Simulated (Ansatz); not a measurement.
`C[SiH](O)P` + H₂S → `O[SiH](P)S` + CH₄  (ligand exchange at the Si–C bond)

Calculated with Ansatz (gas phase, PBE0-D4/def2-TZVP geometries, no zero-point term in ΔE). CCSD(T)/CBS is the MP2 limit (def2-TZVPP, def2-QZVPP) plus CCSD(T) − MP2 in def2-TZVPP, frozen cores. This one scheme is used for every species. DFT in def2-TZVPP. B3LYP here is the variant with VWN-RPA as its local correlation; programs differ in this. One conformer a species, not always the lowest.

`C[SiH](O)P`:

```xyz
11

C    -1.338   -0.858   -0.120
Si    0.404   -0.362    0.323
O     1.468   -0.672   -0.903
P     0.359    1.796    0.985
H    -2.002   -0.734    0.740
H    -1.732   -0.251   -0.940
H    -1.368   -1.906   -0.428
H     0.904   -1.171    1.462
H     1.443   -0.095   -1.667
H     1.764    1.966    0.872
H     0.098    2.287   -0.325
```

H₂S:

Cartesian coordinates in Å:
```
S -0.587 0.129 -0.148
H 0.021 -0.266 0.980
H 0.567 0.137 -0.831
```

`O[SiH](P)S`:

Cartesian coordinates in Å:
```
O 0.655 1.586 -0.578
Si -0.092 0.311 0.141
P -0.123 -1.471 -1.231
S 0.936 -0.412 1.870
H 1.588 1.489 -0.782
H -1.420 0.843 0.520
H -1.069 -0.865 -2.101
H -1.112 -2.141 -0.464
H 0.635 0.660 2.624
```

CH₄:

Z-matrix (Å, degrees):
```
C
H 1 1.090
H 1 1.090 2 109.5
H 1 1.090 2 109.5 3 -120.0
H 1 1.090 2 109.5 3 120.0
```

```
             level  ΔE (kJ/mol)  difference from CCSD(T)/CBS
            PBE-D4        -74.6                         -3.8
         r2SCAN-D4        -74.7                         -3.9
           PBE0-D4        -73.7                         -2.9
          B3LYP-D4        -72.7                         -1.9
           ωB97X-V        -69.6                          1.2
           ωB97M-V        -69.5                          1.3
            B2PLYP        -71.5                         -0.7
               PBE        -73.4                         -2.6
            r2SCAN        -74.6                         -3.8
              PBE0        -72.6                         -1.8
             B3LYP        -70.3                          0.5
     HF/def2-TZVPP        -68.7                          2.1
    MP2/def2-TZVPP        -73.2                         -2.4
SCS-MP2/def2-TZVPP        -70.6                          0.2
   CCSD/def2-TZVPP        -66.4                          4.4
CCSD(T)/def2-TZVPP        -67.9                          2.9
     HF/def2-QZVPP        -68.0                          2.8
    MP2/def2-QZVPP        -74.6                         -3.8
SCS-MP2/def2-QZVPP        -72.0                         -1.2
      HF/CBS(def2)        -67.9                          2.9
     MP2/CBS(def2)        -76.0                         -5.2
    CCSD/CBS(def2)        -69.2                          1.6
       CCSD(T)/CBS        -70.8                            0
```

Largest T1 diagnostic among the species: 0.013.
